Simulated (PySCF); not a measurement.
Work out the structure from these simulated measurements.

Elements present: B, C, F, H and S. Monoisotopic mass: 136.0330 u.

| Item | Value |
| --- | --- |
| UV, strongest line | among the 10 lowest singlet transitions: S3 at 5.83 eV (213 nm, f = 0.163) [TDDFT wB97X-D/def2-SVPD] |
| Dipole | 5.65 D [wB97X-D/def2-SVPD] |
| Rotational structure | rotational constants A, B, C: 2.914, 1.224, 1.060 GHz [PBE0-D3(BJ)/def2-SVP] |
| NMR, other nuclei | isotropic shieldings of nuclei other than C and H, by class: 80 (1 B), 265 (2 F), -103 (1 S) ppm [GIAO KT2/pcSseg-1] |
| 13C NMR | chemical shifts (computed TMS as zero) by class: 253.2 (1 C), 53.2 (1 C), 37.3 (1 C), 20.7 (1 C) ppm [GIAO KT2/pcSseg-1] |
| Polarisability | 81.4 au [wB97X-D/def2-SVPD] |
| UV, first state | lowest singlet excitation: 3.28 eV (378 nm, f = 0.000) [TDDFT wB97X-D/def2-SVPD] |

Electronic properties: PySCF, gas phase, density fitting. Levels stand in brackets. One conformer (not necessarily the lowest) at the PBE0-D3(BJ)/def2-SVP geometry, without solvent, vibrations or thermal averaging. NMR values are class means; diastereotopic atoms form classes of their own.

Question: Which formula fits the mass and the elements?

Answer: C4H7BF2S (calculated 136.0330). Within 0.0003 u, CH8B3FS2 would fit the mass too; the spectra decide.

Question: Propose a structure and show how it fits.

Answer: Numbering: `[CH3:1][C:2](=[S:3])[CH2:4][CH2:5][B:6]([F:7])[F:8]`. 4 carbons fall into 4 classes; from least to most shielded: thiocarbonyl carbon [C2] (253.2 ppm), chain CH2 carbon [C4] (53.2 ppm), methyl carbon [C1] (37.3 ppm), sp3 carbon bound to boron [C5] (20.7 ppm). The other shieldings belong to: 80 ppm, three-coordinate boron [B6]; 265 ppm, boron-bound fluorine [F7/F8]; -103 ppm, thiocarbonyl sulfur [S3]. S1 is mainly HOMO→LUMO (weight 0.98); the largest Löwdin shares of the orbital it empties are 0.56 on the thiocarbonyl sulfur, 0.09 on the sp3 carbon bound to boron, 0.07 on the three-coordinate boron and 0.07 on the thiocarbonyl carbon, of the orbital it fills 0.40 on the thiocarbonyl carbon, 0.36 on the thiocarbonyl sulfur, 0.06 on the methyl carbon and 0.06 on the chain CH2 carbon. The optimised geometry has point group C1 and is an asymmetric top. Structure: `CC(=S)CCB(F)F`. The assignments are read from this structure; whether some other isomer fits the data as well wasn't checked.

Shape of the structure used: `[CH3:1][C:2](=[S:3])[CH2:4][CH2:5][B:6]([F:7])[F:8]`: C1–C2–C4–C5 162°, C2–C4–C5–B6 41°, C4–C5–B6–F7 66°.
